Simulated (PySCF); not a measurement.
A small calculation by hand: refractive index and permittivity of the vapour

Ge(OH)3(NH2) (GeH5NO3), SMILES [OH][Ge]([OH])([NH2])[OH].

The structure is a stationary point at ωB97X-D3(BJ)/def2-SVP. This is a generated structure with no PubChem entry under its InChIKey; it may be hypothetical. One conformer was computed; it need not be the lowest.

PBE/def2-TZVP (PySCF) gives a mean static polarisability of 46.5 bohr³ and a dipole moment of 0.77 D. Take an ideal gas at 298.15 K and 1 bar, whether or not the substance is that volatile.

Question: Work out n − 1 in the optical limit and the static ε − 1.

Answer: 
Polarisability volume α' = 46.5 × 0.148185 = 6.89 Å³. Number density N = p/kT = 2.43e-5 Å⁻³.
Dilute limit of Lorentz–Lorenz: n − 1 = 2π N α' = 0.0011.
Orientation term of Debye: μ²/(3kT) = 8.098 Å³ × μ²(D²) = 4.80 Å³.
ε − 1 = 4π N (α' + μ²/3kT) = 0.0036. Orientation of the dipole supplies 41 % of the static response; it can't follow optical fields. Vibrational polarisation and dispersion are left out.
